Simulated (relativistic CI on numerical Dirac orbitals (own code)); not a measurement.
**Energy levels of Rb³⁶⁺**

Computed by Dirac equation for one electron, model QED (radiative potential, 1s self-energy scaled to tabulated hydrogen-like ionisation energies) (own radial code, finite nucleus).

Configuration list: 1s, 2s, 2p, 3s, 3p, 3d, 4s, 4p, 4d, 4f, 5s, 5p, 5d, 5f, 5g, 6s, 6p, 6d. Levels of other configurations are missing.

The lowest level is 1s 2S_1/2, with 100 % of that term; Hund's rules for 1s give 2S with J = 1/2, in agreement.

```
No.  Configuration  Term    J   E (eV)    %  Landé g  Lifetime (s)
  1             1s    2S  1/2      0.0  100    1.953              
  2             2p   2P°  1/2  14198.7  100    0.653      8.44e-16
  3             2s    2S  1/2  14200.6  100    1.990              
  4             2p   2P°  3/2  14287.8  100    1.324      8.66e-16
  5             3p   2P°  1/2  16856.9  100    0.660      2.82e-15
  6             3s    2S  1/2  16857.5  100    1.997      7.32e-14
  7             3d    2D  3/2  16883.3  100    0.795      7.94e-15
  8             3p   2P°  3/2  16883.3  100    1.330      2.84e-15
  9             3d    2D  5/2  16891.8  100    1.196      8.17e-15
 10             4p   2P°  1/2  17783.6  100    0.663      6.64e-15
 11             4s    2S  1/2  17783.8  100    1.999      1.06e-13
 12             4d    2D  3/2  17794.7  100    0.797      1.84e-14
 13             4p   2P°  3/2  17794.7  100    1.332      6.61e-15
 14             4f   2F°  5/2  17798.3  100    0.854      3.81e-14
 15             4d    2D  5/2  17798.3  100    1.198      1.90e-14
 16             4f   2F°  7/2  17800.1  100    1.141      3.85e-14
 17             5p   2P°  1/2  18211.0  100    0.664      1.29e-14
 18             5s    2S  1/2  18211.1  100    2.000      1.66e-13
 19             5d    2D  3/2  18216.7  100    0.798      3.54e-14
 20             5p   2P°  3/2  18216.7  100    1.333      1.28e-14
 21             5f   2F°  5/2  18218.5  100    0.855      7.35e-14
 22             5d    2D  5/2  18218.5  100    1.199      3.65e-14
 23             5g    2G  7/2  18219.4  100    0.887      1.24e-13
 24             5f   2F°  7/2  18219.4  100    1.142      7.42e-14
 25             5g    2G  9/2  18220.0  100    1.110      1.25e-13
 26             6p   2P°  1/2  18442.5  100    0.665      2.22e-14
 27             6s    2S  1/2  18442.6  100    2.001      2.53e-13
 28             6d    2D  3/2  18445.8  100    0.798      6.04e-14
 29             6p   2P°  3/2  18445.8  100    1.333      2.19e-14
 30             6d    2D  5/2  18446.8  100    1.199      6.23e-14
```

Energies count from the lowest computed level; ° marks odd parity; lifetimes are radiative, by E1, M1, E2, M2 decay to levels of this space only; some are left blank where a channel outside the calculation adds to the decay or the decay crosses a small, uncertain gap.
